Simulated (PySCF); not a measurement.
**Potassium: a sound run and one with changed settings**

Sound run: K²⁺ [Ne] 3s2 3p5, K³⁺ [Ne] 3s2 3p4. Calculation: PySCF 2.14, in def2-TZVP (6s4p3d, 33 functions); no relativity, point nucleus. In the sound run the correlated levels freeze [Ne] 3s2. The sound run starts from symmetry-adapted Hartree-Fock orbitals and uses a fine grid where one is needed.

Changed run: initial guess atom, at most 50 SCF cycles.

| species | method | sound run (hartree) | changed run (hartree) | converged |
| --- | --- | --- | --- | --- |
| K²⁺ | UHF | -597.88503 | -597.88503 | yes |
| K²⁺ | BP86 | -598.63280 | -598.63280 | yes |
| K²⁺ | CCSD(T) | -597.97996 | -597.97996 | yes |
| K³⁺ | PBE0 | -596.73356 | -596.73356 | yes |
| K³⁺ | MP2 | -596.29892 | -596.29892 | yes |

Here the plain start reaches the same solutions.
